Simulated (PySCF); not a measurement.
SnS(OH)2: from structure and modes to constants

Computed with PBE0 in PySCF with Sn def2-SVP with ECP28, S def2-SVP, O def2-SVP, H def2-SVP; scalar-relativistic core potentials, no spin–orbit coupling; density-fitted integrals.

The singlet minimum has Cs symmetry. Masses (u): Sn 119.90220, S 31.97207, O 15.99492, H 1.00782.

```xyz
6
charge 0 multiplicity 1, angstrom
Sn    0.0531    0.1282    0.0000
S    -0.9411   -1.8478    0.0000
O     1.9648    0.6161    0.0000
O    -0.6586    1.9541    0.0000
H     2.5407   -0.1595    0.0000
H     0.0728    2.5880    0.0000
```

Harmonic wavenumbers (cm⁻¹): 120.5 (a', ×1), 132.9 (a'', ×1), 173.0 (a', ×1), 330.0 (a'', ×1), 362.6 (a'', ×1), 473.9 (a', ×1), 635.5 (a', ×1), 655.7 (a', ×1), 846.5 (a', ×1), 886.9 (a', ×1), 3851.5 (a', ×1), 3874.0 (a', ×1).

Q: Find the principal moments of inertia and the rotational constants. What kind of rotor is it?

A: About the centre of mass I = 76.11, 212.8, 288.91 u Å². With B = 16.8576/I this gives 0.2215, 0.07922, 0.05835 cm⁻¹. The molecule is an asymmetric top with κ = -0.74.

Q: What is the harmonic zero-point energy?

A: Half the sum of all 12 wavenumbers, 12343/2 = 6171 cm⁻¹, which is 73.8 kJ/mol (1 cm⁻¹ = 0.0119627 kJ/mol).

Q: Find the vibrational entropy and heat capacity at 298.15 K.

A: With u = 1.43878 ω/T, each mode gives S = R[u/(eᵘ−1) − ln(1−e⁻ᵘ)] and C = R u² eᵘ/(eᵘ−1)².
```json
{"ω (cm⁻¹)": "120.5", "u": "0.582", "S (J/(mol K))": "12.94", "C (J/(mol K))": "8.08"}
{"ω (cm⁻¹)": "132.9", "u": "0.641", "S (J/(mol K))": "12.15", "C (J/(mol K))": "8.04"}
{"ω (cm⁻¹)": "173.0", "u": "0.835", "S (J/(mol K))": "10.05", "C (J/(mol K))": "7.85"}
{"ω (cm⁻¹)": "330.0", "u": "1.592", "S (J/(mol K))": "5.27", "C (J/(mol K))": "6.76"}
{"ω (cm⁻¹)": "362.6", "u": "1.750", "S (J/(mol K))": "4.65", "C (J/(mol K))": "6.48"}
{"ω (cm⁻¹)": "473.9", "u": "2.287", "S (J/(mol K))": "3.04", "C (J/(mol K))": "5.47"}
{"ω (cm⁻¹)": "635.5", "u": "3.066", "S (J/(mol K))": "1.64", "C (J/(mol K))": "4.01"}
{"ω (cm⁻¹)": "655.7", "u": "3.164", "S (J/(mol K))": "1.52", "C (J/(mol K))": "3.83"}
{"ω (cm⁻¹)": "846.5", "u": "4.085", "S (J/(mol K))": "0.72", "C (J/(mol K))": "2.41"}
{"ω (cm⁻¹)": "886.9", "u": "4.280", "S (J/(mol K))": "0.62", "C (J/(mol K))": "2.17"}
{"ω (cm⁻¹)": "3851.5", "u": "18.586", "S (J/(mol K))": "0.00", "C (J/(mol K))": "0.00"}
{"ω (cm⁻¹)": "3874.0", "u": "18.695", "S (J/(mol K))": "0.00", "C (J/(mol K))": "0.00"}
```
The sums over all modes are S = 52.6 and C = 55.1 J/(mol K); the softest mode gives 25 % of the entropy.

Q: Give the standard entropy (298.15 K, 1 bar) by its translational, rotational, vibrational and spin parts, and Cp.

A: Sackur–Tetrode with M = 185.88 u gives 174.0; rotation with symmetry number 1 gives 112.4; vibration 52.6; spin R ln 1 = 0.0. The total is 339.0 J/(mol K), and Cp = 4 R + 55.1 = 88.4 J/(mol K).

Only a few start shapes were tried, so a lower isomer may exist.
